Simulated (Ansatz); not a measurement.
Total energies of In₇As₇ from Ansatz at PBE0-D4/def2-TZVP, gas phase (1 Eh = 27.2114 eV = 2625.5 kJ/mol). The reference geometry is relaxed at PBE-D4/def2-SVP.

Cartesian coordinates in Å:
```
In 0.1105 1.4592 1.6404
In -0.8345 -1.2390 -1.9448
In 2.9118 0.6674 0.3928
In 0.8132 -1.9680 0.8055
In -1.4220 -1.2945 3.6196
In 0.5482 1.6823 -1.7961
In -3.6217 0.9220 -1.0020
As 1.4275 -2.7080 -1.7091
As 1.9048 -0.4214 2.6294
As -2.4094 0.7179 1.6823
As 2.3764 -0.4471 -1.9736
As -1.5718 1.0282 -3.0936
As 1.6579 3.1041 0.1160
As -1.8909 -1.5033 0.6333
```

| state | geometry | energy (Eh) |
| --- | --- | --- |
| charge 0 singlet | reference | -16980.82441 |
| charge 1 doublet | reference | -16980.59578 |
| charge 1 doublet | relaxed at PBE-D4/def2-SVP | -16980.60388 |
| charge -1 doublet | reference | -16980.91005 |
| free In atom (doublet) | – | -190.11398 |
| free As atom (quartet) | – | -2235.53903 |

In the def2 sets In takes a core potential; there is no spin–orbit coupling. Single mean-field runs in def2-TZVP are fitted with def2-universal-jkfit.

Q: Work out the vertical ionisation energy to the doublet.

A: E(charge 1 doublet) − E(charge 0 singlet) = -16980.59578 − (-16980.82441) = 0.22863 Eh = 6.22 eV. For comparison, −ε of the highest occupied level is 5.16 eV at this level, 1.06 eV less.

Q: Work out the vertical electron affinity, to the doublet.

A: E(charge 0 singlet) − E(charge -1 doublet) = -16980.82441 − (-16980.91005) = 0.08564 Eh = 2.33 eV. The basis lacks diffuse functions, which makes affinities too small.

Q: Give the fundamental gap IE − EA, the Mulliken electronegativity (IE + EA)/2 and the hardness (IE − EA)/2.

A: From the values in Eh: IE − EA = 0.22863 − 0.08564 = 0.14299 Eh = 3.89 eV; (IE + EA)/2 = 4.28 eV; (IE − EA)/2 = 1.95 eV. The HOMO–LUMO gap of the same run is 1.83 eV, 2.06 eV smaller than the fundamental gap.

Q: How much does the charge 1 doublet relax, and what is the adiabatic ionisation energy?

A: Relaxation: -16980.59578 − (-16980.60388) = 0.00810 Eh = 0.22 eV. Adiabatic ionisation energy: 0.22053 Eh = 6.00 eV, without zero-point energy. 

Q: What is the binding energy per atom against free atoms?

A: Atoms: 7 × (-190.11398) + 7 × (-2235.53903) = -16979.57107 Eh. Binding: -16979.57107 − (-16980.82441) = 1.25334 Eh = 34.11 eV, or 2.44 eV for each of 14 atoms (no zero-point energy, no counterpoise term).
